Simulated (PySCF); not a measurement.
## P: excitation energy

P [Ne] 3s2 3p3 (4S) → P [Ne] 3s1 3p3 3d1 (6D), as a difference of total energies. Calculation: PySCF 2.14, in aug-cc-pV(T+d)Z; no relativity, point nucleus. Correlated levels: valence: [Ne] frozen. The calculations carry no spin-orbit coupling.

| method | excitation energy (eV) |
| --- | --- |
| UHF | 12.378 |
| MP2 (valence) | 13.875 |
| SCS-MP2 (valence) | 14.322 |
| CCSD (valence) | 14.091 |
| CCSD(T) (valence) | 14.184 |

Problem. How much does correlation contribute at CCSD(T) (valence)?

Solution. 14.184 − (12.378) = 1.806 eV, measured against UHF.

The upper state lies above the first ionisation limit, but in LS coupling its spin forbids autoionisation to the ground ion.

The promoted electron is Rydberg-like, and one or two diffuse shells describe it only roughly, which tends to raise the upper state.
